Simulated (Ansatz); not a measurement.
Ansatz (a first-principles code) input (CCSD(T)/def2-SVP):

Ansatz 0.2 input:
```yaml
crystal:
  periodic: [false, false, false]
  atoms:
    - {symbol: Ta, position_ang: [0.01347492, 0.03043042, 0.01818850]}
    - {symbol: H, position_ang: [-0.66633437, -1.85650560, 0.29574732]}
    - {symbol: H, position_ang: [-0.99807670, 1.39822351, 0.40724257]}
    - {symbol: H, position_ang: [-0.72125467, -1.76799926, -0.50058149]}
    - {symbol: H, position_ang: [-0.32023902, -0.36896754, -1.63594590]}
    - {symbol: H, position_ang: [1.72223583, 0.37382831, 0.10577683]}
basis:
  gaussian:
    orbitals: def2-SVP
total_charge: 1
magnetization: {spin_polarized: true, initial_magnetization: 1}
correlation: {method: ccsd_t, electrons: outside_noble_gas}
```

End of the output:

```
mean field evaluation 32: about -1601.6851 eV, gradient 2.5e-4 eV
mean field evaluation 64: about -1598.2423 eV, gradient 1.2e1 eV
mean field evaluation 96: about -1600.6590 eV, gradient 1.6e0 eV
mean field evaluation 128: about -1600.6030 eV, gradient 3.7e-3 eV
mean field evaluation 160: about -1599.1499 eV, gradient 2.3e-3 eV
mean field evaluation 192: about -1600.5930 eV, gradient 4.4e-1 eV
mean field evaluation 224: about -1599.6358 eV, gradient 3.1e-4 eV
mean field -1602.31536732 eV, -58.8840036607 hartree, gradient 2.8e-6 eV, S^2 0.763125; 7 other end points of the search recorded, 0 dependent functions left out
determinant -1602.31536732 eV, -58.8840036607 hartree, with singles and doubles -1607.04672204 eV, -59.0578777395 hartree
determinant -1601.68511491 eV, -58.8608423118 hartree, with singles and doubles -1606.38858405 eV, -59.0336916147 hartree
determinant -1600.60296601 eV, -58.8210740731 hartree, with singles and doubles -1605.35479615 eV, -58.9957006100 hartree
determinant -1599.63578738 eV, -58.7855309141 hartree, with singles and doubles -1604.29914705 eV, -58.9569062212 hartree
determinant -1599.14991263 eV, -58.7676753463 hartree, with singles and doubles -1603.79912677 eV, -58.9385308149 hartree
4 core orbitals not correlated
reference -1602.31536732 eV, -58.8840036607 hartree; 5, 4 occupied and 48, 49 virtual orbitals, 579 factors
second order -3.76506470 eV of doubles, -0.00000000 eV of singles
coupled cluster: 0.15 GiB planned
cycle   1  -4.68276031 eV  change   -1.8e-1 eV  update   2.0e-2
cycle   2  -4.69133846 eV  change   -8.6e-3 eV  update   5.7e-3
cycle   3  -4.69391424 eV  change   -2.6e-3 eV  update   2.4e-3
cycle   4  -4.69635263 eV  change   -2.4e-3 eV  update   1.0e-3
cycle   5  -4.69683167 eV  change   -4.8e-4 eV  update   5.6e-4
cycle   6  -4.69703480 eV  change   -2.0e-4 eV  update   3.2e-4
cycle   7  -4.69704152 eV  change   -6.7e-6 eV  update   1.9e-4
cycle   8  -4.69699237 eV  change    4.9e-5 eV  update   1.0e-4
cycle   9  -4.69697743 eV  change    1.5e-5 eV  update   4.5e-5
cycle  10  -4.69697681 eV  change    6.2e-7 eV  update   1.9e-5
cycle  11  -4.69697976 eV  change   -3.0e-6 eV  update   8.4e-6
perturbative correction -0.10639358 eV, -0.0039098921 hartree
Total energy: -1607.11874067 eV, -59.0605243753 hartree
```

The spin state was set by rule; other spins were not relaxed.
